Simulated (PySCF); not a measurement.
B(Cl)(Br)2, BBr2Cl, SMILES ClB(Br)Br (PBE0/def2-SVP optimised geometry):

```
4

B     -0.475    -0.070     0.000
Cl    -1.346    -1.576     0.000
Br     1.425    -0.070     0.000
Br    -1.425     1.576     0.000
```

Calculation: PBE0/def2-TZVP in PySCF.

Task: What are the frontier orbital energies and the dipole moment?

Result: HOMO-2 -9.26 eV, HOMO-1 -9.00 eV, HOMO -8.46 eV, LUMO -1.98 eV, LUMO+1 0.32 eV; dipole moment 0.00 D.

Meta-Löwdin charges at PBE0/def2-TZVP: B1 0.04, Cl2 -0.02, Br3 -0.01, Br4 -0.01.
